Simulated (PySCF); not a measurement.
## Relaxation of doublet MoO2Br

These are results of UPBE0/[Mo def2-TZVP with ECP28, O def2-TZVP, Br def2-TZVP], scalar-relativistic core potentials, density fitting, no spin–orbit coupling, PySCF, not measurements. A (50,194) grid was used.

A start displaced from a saddle point along its imaginary mode, of Cs symmetry, held to at least that symmetry:

```xyz
4
charge 0 multiplicity 2, angstrom
Mo    0.0000   -0.1130   -0.7706
O     1.3986    0.2500   -1.6953
O    -1.3986    0.2500   -1.6953
Br    0.0000    0.0388    1.6432
```

(1) What forces act on the atoms at the start (eV/Å)?

(2) What does it relax to?

(3) How much energy is released, and in how many steps?

## Answers

(1) 
| atom | Fx | Fy | Fz |
| --- | --- | --- | --- |
| Mo1 | 0.00 | 1.04 | -2.68 |
| O2 | -1.68 | -0.53 | 1.45 |
| O3 | 1.68 | -0.53 | 1.45 |
| Br4 | 0.00 | 0.02 | -0.22 |

(2) It ends at Cs with Mo–Br 2.405 Å, Mo–O 1.673 Å (×2); Br–Mo–O 118.1° (×2), O–Mo–O 111.3°. A frequency run shows a minimum.

(3) 11.2 kJ/mol in 5 steps.

Other spin states or occupations of the open shell can lie lower.

The relaxation took 30 s on 4 threads of a shared Arm Neoverse V1 host, with 150 basis functions and 6 gradients; the process peaked at 1.7 GiB.
